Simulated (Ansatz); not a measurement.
Reaction (atomization): `FCCOC(F)F` → 3 C• + 3 F• + 5 H• + O•

Program: Ansatz. Geometries: PBE0-D4/def2-TZVP. ΔE: electronic, gas phase. CBS: MP2 limit from def2 TZ/QZ plus the TZ coupled-cluster correction, frozen cores. This one scheme is used for every species, atoms too. For atomizations the MP2-based limit and the directly extrapolated one differ by several kJ/mol either way, and by 10 to 25 for some Ge, Se and Sn compounds, so smaller differences from it don't rank the levels. DFT in def2-TZVPP. No spin–orbit coupling; open shells (•) take unrestricted orbitals. Spin–orbit coupling would lower the free atoms: a little for C, F, O. One conformer a species, not always the lowest.

| species | r2SCANh energy (Eh) |
| --- | --- |
| `FCCOC(F)F` | -492.03149 |
| C• | -37.83336 |
| F• | -99.72490 |
| H• | -0.49990 |
| O• | -75.05767 |

Task: Work out ΔE.

Result: ΔE = 5 × (-0.49990) + 3 × (-37.83336) + 3 × (-99.72490) + (-75.05767) − (-492.03149) = 1.79954 Eh = +4724.7 kJ/mol. CCSD(T)/CBS gives +4753.5 kJ/mol.

Largest T1 diagnostic among the species: 0.012.

At CCSD(T), def2-SVP lies −220.2 kJ/mol from the extrapolated value and def2-TZVPP −123.5 kJ/mol: correlation converges slowly with the basis, and small sets miss more of it in the bonded molecule than in its fragments. The D4 term adds +32.2 kJ/mol with B3LYP and +17.0 kJ/mol with PBE0; it sums over pairs of atoms, weighted by their polarisabilities, and B3LYP, whose exchange is more repulsive, gets the larger term. From BLYP to BHLYP (50 % exact exchange), in def2-TZVPP and without D4, ΔE moves by −205.2 kJ/mol: exact exchange takes away binding that semilocal exchange gives to molecules.

B3LYP here is the variant with VWN-RPA as its local correlation; programs differ in this.
